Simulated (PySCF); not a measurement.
Dipole response of Mo (molybdenum, neutral)

[Kr] 4d5 5s1, high-spin 7S determinant. All numbers are calculated (PySCF 2.14, a scalar-relativistic core potential, in def2-TZVPPD with the def2 core potential (28 electrons)). Coupled (time-dependent) response in atomic units; α is the mean over directions.

| method | mean α (bohr³) | C₆ (like pair) | S(−4) |
| --- | --- | --- | --- |
| UHF | 103.9 | 1076 | 7777 |
| PBE | 66.13 | 593.9 | 2883 |
| PBE0 | 71.78 | 664.4 | 3378 |
| BP86 | 64.53 | 576.0 | 2715 |
| wB97M-V | 83.97 | 805.9 | 4870 |

S(−4) is the Cauchy moment in α(ω) = α(0) + S(−4) ω² + …

Reference α: 87 ± 6 bohr³ (recommended; Schwerdtfeger and Nagle, table of static dipole polarizabilities (2023 update)). Published C₆: 1030 (Gould and Bucko (2016)).

Hartree-Fock lies above the reference because it lacks correlation, which contracts the outer shell.

α(iu) at UHF:

```
u (hartree)  α(iu) (bohr³)
          0          103.9
     0.0500          87.96
      0.100          61.95
      0.200          31.69
      0.300          19.78
      0.500          11.25
      0.750          7.452
       1.00          5.525
       1.50          3.428
       2.00          2.311
       3.00          1.226
       5.00         0.4991
```

Energies and moments cover only the electrons outside the core potential.
